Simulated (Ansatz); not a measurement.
System: CHNO, charge 1, multiplicity 2. SMILES of the parent species: O=C=N
Structure (B3LYP-D3(BJ)/def2-TZVP (Ansatz, a program for electronic structure) minimum search):
```
C
O 1 1.1373
N 1 1.2605 2 171.27
H 3 1.0321 1 124.06 2 180.00
```
Charge +1, spin multiplicity 2.

Parts of the frozen-core correlation energy in cc-pVDZ (Ansatz, hartree). Frozen orbitals: 3; correlated occupied orbitals by spin: 8 and 7; virtual: 36 and 37. UHF or UKS for open shells. Spin-orbit coupling is left out. Non-relativistic.

```json
[
 {"term": "reference (HF)", "value": "-167.40823"},
 {"term": "MP2 opposite-spin", "value": "-0.30048"},
 {"term": "MP2 same-spin", "value": "…"},
 {"term": "CCSD correlation", "value": "…"},
 {"term": "(T)", "value": "…"},
 {"term": "CCSDT minus CCSD(T)", "value": "-0.00136"},
 {"term": "T1 diagnostic", "value": "0.032"},
 {"term": "largest doubles amplitude", "value": "0.082"},
 {"term": "<S^2> of the reference", "value": "0.874"}
]
```

Problem. Complete the blanks.

Solution. 
- MP2 same-spin, value: -0.11220
- CCSD correlation, value: -0.43791
- (T), value: -0.01645
